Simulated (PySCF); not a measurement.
**The third ionisation energy along the second row**

Calculated with PySCF 2.14 from differences of total energies of unrestricted determinants, without spin-orbit coupling. Values in eV. The last column holds reference values (NIST; (s) semi-empirical, (t) theoretical, else measured). Unmarked ones compare directly (S terms, centres of terms, or small fine structure); those marked * lie between the lowest fine-structure levels and include a spin-orbit shift.

```tsv
element	configurations	PBE	PBE0	r2SCAN	MP2 (valence)	SCS-MP2 (valence)	CCSD (valence)	reference
B (aug-cc-pVQZ-DK, spin-free X2C)	[He] 2s1 → 1s2	38.294	38.237	37.860	n/a	n/a	n/a	37.931
C (aug-cc-pVQZ-DK, spin-free X2C)	[He] 2s2 → [He] 2s1	47.119	47.057	46.633	47.041	47.290	47.827	47.888
N (aug-cc-pVQZ-DK, spin-free X2C)	[He] 2s2 2p1 → [He] 2s2	48.014	47.998	48.219	47.519	47.469	47.266	47.445 (s) *
O (aug-cc-pVQZ-DK, spin-free X2C)	[He] 2s2 2p2 → [He] 2s2 2p1	55.261	55.296	55.593	55.035	54.882	54.816	54.936 (s) *
F (aug-cc-pVQZ-DK, spin-free X2C)	[He] 2s2 2p3 → [He] 2s2 2p2	62.842	62.921	63.164	62.887	62.613	62.662	62.708 (s) *
Ne (aug-cc-pVQZ-DK, spin-free X2C)	[He] 2s2 2p4 → [He] 2s2 2p3	63.876	63.727	63.613	63.166	63.302	63.197	63.423 *
```

"Valence" correlates the outer s and p shells and, in groups 3 to 12 and the f block, the outer d or f shell, open or full, or the next shell where the ion has no valence electron left; the wider scheme adds the next inner shell.
